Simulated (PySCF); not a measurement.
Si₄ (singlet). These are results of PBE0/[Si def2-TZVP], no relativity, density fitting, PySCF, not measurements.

Harmonic bands of its minimum:

```tsv
ω (cm⁻¹)	IR (km/mol)
74	3.6
251	3.0
362	0.0
454	0.0
486	0.0
514	77.9
```

Q: Infer the point group and assign the bands.

A: D2h. The modes span b3u + b2u + 2ag + b3g + b1u: 74 b3u, 251 b2u, 362 ag, 454 b3g, 486 ag, 514 b1u. The computed geometry has Si–Si 2.307 Å (×4), Si–Si 2.391 Å; Si–Si–Si 58.8° (×4), Si–Si–Si 62.4° (×2), Si–Si–Si 117.6° (×2).

This need not be the most stable arrangement of these atoms.
